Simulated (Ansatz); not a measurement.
`[SiH3][SiH2]N[SiH2]Cl` + NH₃ → `N[SiH2]N[SiH2]Cl` + SiH₄  (cleavage of the Si–Si bond)

Gas-phase electronic energies from Ansatz, PBE0-D4/def2-TZVP geometries. CCSD(T)/CBS is the MP2 limit (def2-TZVPP, def2-QZVPP) plus CCSD(T) − MP2 in def2-TZVPP, frozen cores. This one scheme is used for every species. DFT in def2-TZVPP. B3LYP here is the variant with VWN-RPA as its local correlation; programs differ in this. Each species was taken in one conformer, which may not be the lowest.

```tsv
level	ΔE (kJ/mol)	difference from CCSD(T)/CBS
PBE-D4	-48.7	18.8
B2PLYP	-75.2	-7.7
B3LYP	-73.8	-6.3
MP2/def2-TZVPP	-75.2	-7.7
SCS-MP2/def2-TZVPP	-78.4	-10.9
HF/def2-QZVPP	-92.3	-24.8
MP2/def2-QZVPP	-75.1	-7.6
SCS-MP2/def2-QZVPP	-78.3	-10.8
MP2/CBS(def2)	-74.3	-6.8
CCSD/CBS(def2)	-70.5	-3.0
CCSD(T)/CBS	-67.5	0
```

Largest T1 diagnostic among the species: 0.011.

From PBE to PBE0 (25 % exact exchange), in def2-TZVPP and without D4, ΔE moves by −5.5 kJ/mol. The D4 term adds +7.3 kJ/mol with B3LYP and +4.2 kJ/mol with PBE0; it sums over pairs of atoms, weighted by their polarisabilities, and B3LYP, whose exchange is more repulsive, gets the larger term.
